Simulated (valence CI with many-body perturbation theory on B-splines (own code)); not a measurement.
Values are calculated unless marked as measured or tabulated.
## Assign the levels of Sn+

Level of theory: valence CI with perturbative core correlation (CI+MBPT): three valence electrons over a frozen Dirac-Fock core [Kr] 4d10, a basis of 11 s, 11 p, 9 d, 7 f, 5 g, 2 h, 1 i functions for each j, with the one-electron correlation potential Σ1, the two-electron term Σ2, the three-electron term Σ3, Breit, model QED; selected CI, second order for the rest (own B-spline code, finite nucleus).

Set against measurement, 15 paired levels are off by 128 cm⁻¹ on average, the worst by 354. These come from a selection out of the NIST Handbook of Basic Atomic Spectroscopic Data. Levels without a partner in it may be off by more.

| No. | J | Parity | E (cm⁻¹) | g |
| --- | --- | --- | --- | --- |
| 1 | 1/2 | odd | 0.0 | 0.666 |
| 2 | 3/2 | odd | 4252 | 1.334 |
| 3 | 1/2 | even | 46110 | 2.660 |
| 4 | 3/2 | even | 48016 | 1.731 |
| 5 | 5/2 | even | 50383 | 1.586 |
| 6 | 1/2 | even | 57104 | 2.002 |
| 10 | 1/2 | odd | 71547 | 0.666 |
| 12 | 3/2 | odd | 72418 | 1.334 |
| 15 | 3/2 | even | 81905 | 1.323 |
| 16 | 1/2 | even | 85939 | 2.000 |
| 17 | 7/2 | odd | 89271 | 1.143 |
| 18 | 5/2 | odd | 89277 | 0.857 |
| 19 | 3/2 | even | 90257 | 0.800 |
| 20 | 5/2 | even | 90368 | 1.200 |

Energies count from the lowest level. Strongly mixed levels and levels close to another of their J and parity are left out, so the numbers can have gaps.

(1) Give configuration and LS term of each level.

## Answers

(1) 1: 5s2 5p 2P°; 2: 5s2 5p 2P°; 3: 5s 5p2 4P; 4: 5s 5p2 4P; 5: 5s 5p2 4P; 6: 5s2 6s 2S; 10: 5s2 6p 2P°; 12: 5s2 6p 2P°; 15: 5s 5p2 2P; 16: 5s2 7s 2S; 17: 4f 5s2 2F°; 18: 4f 5s2 2F°; 19: 5s2 6d 2D; 20: 5s2 6d 2D.
